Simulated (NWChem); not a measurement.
System: C2H2BrCl; SMILES Cl/C=C\Br

Program: NWChem. All runs use the structure optimised with PBE0/def2-SVP. Level: PBE0/def2-SVP with SMD (1 M gas to 1 M solution), gas-phase geometry.

**Question.** What does the run give for solvent water? Quantities: solvation free energy (kcal/mol); cavity-dispersion-structure term (kcal/mol); dipole in solution (D).

**Answer.** 
```json
{
  "solvation free energy (kcal/mol)": "-0.9",
  "cavity-dispersion-structure term (kcal/mol)": "1.9",
  "dipole in solution (D)": "2.32"
}
```
